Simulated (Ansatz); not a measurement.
Cartesian coordinates (Å):
```xyz
12

B      2.5027     0.1057    -0.0869
C      1.0180    -0.2081     0.0245
C     -0.0587     0.6692     0.0300
C     -1.3156     0.0317     0.1501
S     -2.8825     0.8434     0.2662
C     -1.1860    -1.3432     0.2500
S      0.4394    -1.8358     0.2026
H      3.3273    -0.7768    -0.0517
H      2.8496     1.2567    -0.2125
H      0.0674     1.7505    -0.0462
H     -2.7634     1.5713    -0.8662
H     -1.9982    -2.0646     0.3401
```
Charge 0, multiplicity 1.

Level of theory: frozen-core CCSD(T)/cc-pVTZ // PBE0-D4/def2-SVP in Ansatz (an electronic-structure program). The restricted HF reference is unstable towards unrestricted orbitals.

| Quantity | Result |
|---|---|
| HF energy | -974.19333 Ha |
| MP2 correlation energy | -1.08281 Ha |

### Question
Estimate the CCSD correlation energy, the (T) correction, the total energy and the T1 diagnostic.

### Answer

```
Item                             Value
-----------------------  -------------
CCSD correlation energy    -1.12288 Ha
(T) correction             -0.06262 Ha
CCSD(T) total energy     -975.37884 Ha
T1 diagnostic                    0.014
```
